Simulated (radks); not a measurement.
Task: A nucleus of charge 60.75 with 59 electrons, configuration [Xe] 4f5. All-electron calculation, Dirac Kohn-Sham, PBE, spin-unpolarised, spherical densities, point nucleus; open shells are shared between the two j in proportion to 2j + 1. Program: a radial shooting solver on a logarithmic mesh with Libxc functionals.

Spin-orbit splittings of the eigenvalues, e(l+1/2) - e(l-1/2), with zeta = 2 splitting/(2l+1) and mean radii in bohr:

shell  occ.  splitting (eV)  zeta (eV)  <r> j=l-1/2  <r> j=l+1/2
2p        6           550.0      366.7      0.08288      0.08938
3p        6           110.4      73.60       0.2512       0.2638
3d       10           23.91      9.565       0.2352       0.2392
4p        6           24.02      16.02       0.6122       0.6407
4d       10               ?          ?       0.6878       0.6981
4f        5          0.4434     0.1267        1.074        1.094
5p        6           3.168      2.112        1.642        1.733

Estimate the 4d splitting.

Result: 4.258 eV (zeta = 1.703 eV).
